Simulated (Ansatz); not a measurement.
NaLi+, multiplicity 2 (lowest of 2S+1 = 2, 4 at CCSD(T)/def2-TZVPP on PBE0 minima; our sources give no spin for the ground state, which may be another), most abundant isotopes (7.0160 and 22.9898 u). Constants from fifth-degree fits in 1/R to seven points on the lowest solution found; no spin–orbit coupling, no relativity up to Kr; ω_e x_e and α_e move by some per cent with the fit.

Correlated levels freeze the inner cores; with def2 sets outer-core shells near the valence are correlated too.

The values were computed with Ansatz (a program for electronic structure). 

| level | r_e (Å) | ω_e (cm⁻¹) | ω_e x_e (cm⁻¹) | α_e (cm⁻¹) |
|---|---|---|---|---|
| PBE/def2-TZVPP | 3.4133 | 170.5 | 1.41 | 0.00323 |
| CCSD(T)/def2-QZVPP | 3.3571 | 198.6 | 1.03 | 0.00199 |

Problem. Derive the rotational constants, the centrifugal constant, the fundamental, the zero-point energy and the force constant.

Solution. 
μ = 5.37551 u.
- PBE/def2-TZVPP: B_e = 16.8576/(μ r_e²) = 0.26917 cm⁻¹; B₀ = B_e − α_e/2 = 0.26756 cm⁻¹; D = 4B_e³/ω_e² = 2.68e-06 cm⁻¹; fundamental ω_e − 2ω_e x_e = 168 cm⁻¹; zero-point energy ω_e/2 − ω_e x_e/4 = 85 cm⁻¹; k = μ(2πcω_e)² = 9.21 N/m
- CCSD(T)/def2-QZVPP: B_e = 16.8576/(μ r_e²) = 0.27827 cm⁻¹; B₀ = B_e − α_e/2 = 0.27727 cm⁻¹; D = 4B_e³/ω_e² = 2.19e-06 cm⁻¹; fundamental ω_e − 2ω_e x_e = 197 cm⁻¹; zero-point energy ω_e/2 − ω_e x_e/4 = 99 cm⁻¹; k = μ(2πcω_e)² = 12.5 N/m
